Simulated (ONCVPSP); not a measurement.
# An all-electron radial function and its pseudo partner (Pt)

Columns: radius, all-electron u(r) and pseudo u(r) of the 5d shell (level -7.24 eV) of platinum in the configuration [Kr] 4d10 4f14 5s2 5p6 5d9 6s1; PBEsol, non-relativistic, ONCV scheme, ONCVPSP 4.0.1.

```csv
r (bohr),all-electron,pseudo
0.115,0.2690,0.0035
0.230,-0.1357,0.0266
0.345,-0.4035,0.0831
0.460,-0.2872,0.1768
0.575,-0.0013,0.3015
0.690,0.2933,0.4421
0.805,0.5301,0.5803
0.920,0.6947,0.6991
1.035,0.7940,0.7866
1.150,0.8419,0.8381
1.265,0.8526,0.8552
1.380,0.8379,0.8444
1.495,0.8071,0.8140
1.610,0.7665,0.7717
1.725,0.7208,0.7238
1.840,0.6731,0.6744
1.955,0.6252,0.6257
2.070,0.5787,0.5788
2.185,0.5341,0.5341
2.300,0.4920,0.4920
2.415,0.4525,0.4525
2.530,0.4157,0.4157
2.645,0.3817,0.3817
2.760,0.3502,0.3502
2.875,0.3211,0.3211
2.990,0.2944,0.2944
```

(1) How many radial nodes do the two functions have?

(2) At about which radius was the pseudo-wave matched?

(3) Is the pseudo-wave norm-conserving?

Results:

(1) The all-electron 5d function has n − l − 1 = 2; the pseudo-wave has 0, since the states of the same l below it are removed with the core.

(2) 2.30 bohr. The columns agree to 0.0005 from 2.07 bohr on; several derivatives are matched, so the curves merge somewhat inside the radius.

(3) Yes: the ONCV scheme keeps the norm inside the radius equal to the all-electron one, which fixes the energy derivative of the logarithmic derivative at the level.
